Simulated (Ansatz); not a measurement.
One change: `CN(C)CO` becomes `CN(C)B[SiH3]`.

Ansatz, PBE0-D4/def2-TZVP geometries, multiplicity 1. Each molecule was computed in one conformer, which needn't be the lowest.

```tsv
property	`CN(C)CO`
LUMO energy (PBE0/def2-TZVPP) / eV	1.21
size of the dipole moment (B3LYP/def2-TZVPP) / D	1.56
HOMO energy (PBE/def2-TZVPP) / eV	-5.15
LUMO energy (PBE/def2-TZVPP) / eV	0.39
LUMO energy (B3LYP/def2-TZVPP) / eV	0.86
HOMO energy (B3LYP/def2-TZVPP) / eV	-6.31
```

**Question.** Give the same properties after the change, and the shifts. (Best estimate.)

**Answer.** The calculation gave: 
```csv
property,`CN(C)B[SiH3]`,shift
LUMO energy (PBE0/def2-TZVPP) / eV,-0.53,-1.74
size of the dipole moment (B3LYP/def2-TZVPP) / D,2.82,1.26
HOMO energy (PBE/def2-TZVPP) / eV,-6.45,-1.30
LUMO energy (PBE/def2-TZVPP) / eV,-1.43,-1.82
LUMO energy (B3LYP/def2-TZVPP) / eV,-0.72,-1.58
HOMO energy (B3LYP/def2-TZVPP) / eV,-7.44,-1.13
```

With PBE0 the HOMO falls by 1.16 eV and the LUMO falls by 1.74 eV, so the gap narrows by about 0.58 eV. PBE moves the HOMO by -1.30 eV and ωB97M-V by -1.07 eV. Dipoles are sizes alone; their direction can turn.

B3LYP here is the variant with VWN-RPA as its local correlation; programs differ in this.
